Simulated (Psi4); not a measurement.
## Worked example: ideal-gas entropy of GaN2H4F (SMILES [NH2][Ga]([NH2])[F])

A singlet with charge 0, relaxed at PBE0-D4/def2-TZVP (density fitting) (Psi4 1.11):

```xyz
8

N    -0.5621    1.5243   -0.3257
Ga   -0.1585   -0.2368   -0.3094
N     0.9257   -1.1392    0.8196
F    -0.9243   -1.2031   -1.5629
H    -1.3531    1.8392   -0.8627
H    -0.4138    2.1028    0.4838
H     1.6123   -0.6630    1.3796
H     1.2330   -2.0639    0.5675
```

Harmonic wavenumbers in cm⁻¹: 157, 181, 196, 259, 281, 305, 349, 657, 703, 746, 760, 813, 1558, 1566, 3613, 3613, 3717, 3717.

Masses in u: N 14.007, Ga 69.723, F 18.998, H 1.008. Take T = 298.15 K, p = 1 bar, R = 8.3145 J/(mol K), kT/hc = 207.22 cm⁻¹, rigid rotor and harmonic oscillator.

**Question.** Compute the standard molar entropy.

**Answer.** 
1. Translation (Sackur–Tetrode): S = R[3/2 ln M + 5/2 ln T − 1.1517] with M = 120.767 gives 168.6 J/(mol K).
2. Rotation: principal moments 81.762, 92.782, 174.117 u Å² give A, B, C = 0.2062, 0.1817, 0.0968 cm⁻¹; the symmetry number is σ = 2; q = (√π/σ)√((kT/hc)³/ABC) = 43897; S = R(ln q + 3/2) = 101.3.
3. Vibration: with u = ν̃/207.22, each mode gives R[u/(eᵘ − 1) − ln(1 − e⁻ᵘ)]; the sum is 59.4, most from 157 cm⁻¹ (10.8), 181 cm⁻¹ (9.7), 196 cm⁻¹ (9.1).
4. Spin and the two mirror images of this shape: R ln 2 = 5.8.
5. Sum: 168.6 + 101.3 + 59.4 + 5.8 = 335.1 J/(mol K).

No measured value is set beside it here. Where a soft mode is a torsion, a harmonic oscillator describes it poorly.
